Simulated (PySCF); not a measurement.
PySCF input (BP86/6-31G* (5d)):

```python
from pyscf import gto, dft

mol = gto.M(
    atom='''
    F    -1.06983530   -0.20220814    0.03222829
    C    -0.02402531    0.42395307   -0.00257683
    F     1.08585217   -0.08042724   -0.03051041
    ''',
    basis='6-31g*',
    charge=1,
    spin=1,
    verbose=4,
)

mf = dft.UKS(mol, xc='bp86')
mf.grids.level = 3
mf.conv_tol = 1e-9
mf.max_cycle = 100
mf.max_memory = 1500
mf.kernel()
if not mf.converged:
    mf = mf.newton()
    mf.kernel(mf.make_rdm1())
mo, _, stable, _ = mf.stability(return_status=True)
if not stable:
    mf.kernel(mf.make_rdm1(mo, mf.mo_occ))
    stable = mf.stability(return_status=True)[2]
mf.dip_moment()
```

Output:

```
PySCF version 2.14.0

[INPUT] verbose = 4
[INPUT] num. atoms = 3
[INPUT] num. electrons = 23
[INPUT] charge = 1
[INPUT] spin (= nelec alpha-beta = 2S) = 1
[INPUT] symmetry False subgroup None
[INPUT] Mole.unit = angstrom
[INPUT] Symbol           X                Y                Z      unit          X                Y                Z       unit  Magmom
[INPUT]  1 F     -1.069835300000  -0.202208140000   0.032228290000 AA   -2.021695715392  -0.382118004758   0.060902641563 Bohr   0.0
[INPUT]  2 C     -0.024025310000   0.423953070000  -0.002576830000 AA   -0.045401255958   0.801155191969  -0.004869502970 Bohr   0.0
[INPUT]  3 F      1.085852170000  -0.080427240000  -0.030510410000 AA    2.051963213065  -0.151985456555  -0.057656318848 Bohr   0.0

nuclear repulsion = 66.7109352239204
number of shells = 18
number of NR pGTOs = 81
number of NR cGTOs = 42
basis = 6-31g*
ecp = {}

******** <class 'pyscf.dft.uks.UKS'> ********
method = UKS
initial guess = minao
damping factor = 0
level_shift factor = 0
DIIS = <class 'pyscf.scf.diis.CDIIS'>
diis_start_cycle = 1
diis_space = 8
diis_damp = 0
SCF conv_tol = 1e-09
SCF conv_tol_grad = None
SCF max_cycles = 100
direct_scf = True
direct_scf_tol = 1e-13
number electrons alpha = 12  beta = 11
XC library pyscf.dft.libxc version 7.1.2
    S. Lehtola, C. Steigemann, M. J. T. Oliveira, and M. A. L. Marques,  SoftwareX 7, 1–5 (2018)
XC functionals = bp86
    A. D. Becke,  Phys. Rev. A 38, 3098 (1988)
    J. P. Perdew,  Phys. Rev. B 33, 8822 (1986)
    J. P. Perdew,  Phys. Rev. B 34, 7406–7406 (1986)
radial grids:
    Treutler-Ahlrichs [JCP 102, 346 (1995); DOI:10.1063/1.469408] (M4) radial grids

becke partition: Becke, JCP 88, 2547 (1988); DOI:10.1063/1.454033
pruning grids: <function nwchem_prune>
grids dens level: 3
symmetrized grids: False
atomic radii adjust function: <function treutler_atomic_radii_adjust>
small_rho_cutoff = 0
Set gradient conv threshold to 3.16228e-05
tot grids = 42648
init E= -238.236301074524
  alpha nocc = 12  HOMO = -0.222861619171871  LUMO = -0.0799723455302646
  beta  nocc = 11  HOMO = -0.464683834087728  LUMO = -0.222861619171871

WARN: HOMO -0.222861619171871 >= LUMO -0.222861619171871

cycle= 1 E= -237.193668455877  delta_E= 1.04  |g|= 0.461  |ddm|= 1.48
  alpha nocc = 12  HOMO = -0.67435170859382  LUMO = -0.514514029476794
  beta  nocc = 11  HOMO = -0.728014608735053  LUMO = -0.605734968346229
  HOMO = -0.674351708594  LUMO = -0.605734968346  gap/eV = 1.86716
cycle= 2 E= -236.821782516029  delta_E= 0.372  |g|= 1.15  |ddm|= 0.94
  alpha nocc = 12  HOMO = -0.645681107719982  LUMO = -0.468201582119955
  beta  nocc = 11  HOMO = -0.795053003710919  LUMO = -0.556444988394468
  HOMO = -0.64568110772  LUMO = -0.556444988394  gap/eV = 2.42824
cycle= 3 E= -237.283665152652  delta_E= -0.462  |g|= 0.0885  |ddm|= 0.612
  alpha nocc = 12  HOMO = -0.623927707437253  LUMO = -0.439146713452438
  beta  nocc = 11  HOMO = -0.764130208613289  LUMO = -0.529500726061302
  HOMO = -0.623927707437  LUMO = -0.529500726061  gap/eV = 2.56949
cycle= 4 E= -237.286200130552  delta_E= -0.00253  |g|= 0.00887  |ddm|= 0.0559
  alpha nocc = 12  HOMO = -0.627736386019566  LUMO = -0.441004684687405
  beta  nocc = 11  HOMO = -0.765323372853818  LUMO = -0.529923920809804
  HOMO = -0.62773638602  LUMO = -0.52992392081  gap/eV = 2.66161
cycle= 5 E= -237.286238992269  delta_E= -3.89e-05  |g|= 0.00174  |ddm|= 0.013
  alpha nocc = 12  HOMO = -0.627199050986114  LUMO = -0.440434833741053
  beta  nocc = 11  HOMO = -0.765225768073919  LUMO = -0.528942318473592
  HOMO = -0.627199050986  LUMO = -0.528942318474  gap/eV = 2.67370
cycle= 6 E= -237.286241030283  delta_E= -2.04e-06  |g|= 0.000458  |ddm|= 0.00203
  alpha nocc = 12  HOMO = -0.627328914954119  LUMO = -0.4403866268907
  beta  nocc = 11  HOMO = -0.765236200296284  LUMO = -0.528880109959079
  HOMO = -0.627328914954  LUMO = -0.528880109959  gap/eV = 2.67893
cycle= 7 E= -237.286241164003  delta_E= -1.34e-07  |g|= 0.000124  |ddm|= 0.000552
  alpha nocc = 12  HOMO = -0.627348100711111  LUMO = -0.440369882291523
  beta  nocc = 11  HOMO = -0.765231037662912  LUMO = -0.528871564828008
  HOMO = -0.627348100711  LUMO = -0.528871564828  gap/eV = 2.67968
cycle= 8 E= -237.286241169659  delta_E= -5.66e-09  |g|= 0.000103  |ddm|= 0.000158
  alpha nocc = 12  HOMO = -0.627348142664674  LUMO = -0.4403669840834
  beta  nocc = 11  HOMO = -0.765231091364361  LUMO = -0.528870758707544
  HOMO = -0.627348142665  LUMO = -0.528870758708  gap/eV = 2.67971
cycle= 9 E= -237.286241172871  delta_E= -3.21e-09  |g|= 3.93e-05  |ddm|= 7.67e-05
  alpha nocc = 12  HOMO = -0.627346059607317  LUMO = -0.440363878332267
  beta  nocc = 11  HOMO = -0.765231706850265  LUMO = -0.528870264963292
  HOMO = -0.627346059607  LUMO = -0.528870264963  gap/eV = 2.67966
cycle= 10 E= -237.286241173438  delta_E= -5.67e-10  |g|= 3.34e-06  |ddm|= 2.45e-05
  alpha nocc = 12  HOMO = -0.627345621240701  LUMO = -0.440363533159688
  beta  nocc = 11  HOMO = -0.765232927285485  LUMO = -0.528870371180751
  HOMO = -0.627345621241  LUMO = -0.528870371181  gap/eV = 2.67965
Extra cycle  E= -237.286241173426  delta_E= 1.26e-11  |g|= 7.07e-06  |ddm|= 5.48e-06
converged SCF energy = -237.286241173426  <S^2> = 0.75238758  2S+1 = 2.0023862
uhf_internal: lowest eigs of H = [0.3060803  0.47247498 0.50437742]
<class 'pyscf.dft.uks.UKS'> wavefunction is stable in the internal stability analysis

WARN: System has nonzero charge 1; the dipole moment is origin-dependent.
Location of origin: [0. 0. 0.]

Dipole moment(X, Y, Z, Debye): -0.04668,  0.82350, -0.00501
```

The dipole moment of an ion depends on the origin.

The geometry given is a B3LYP-D3(BJ)/def2-TZVP minimum.
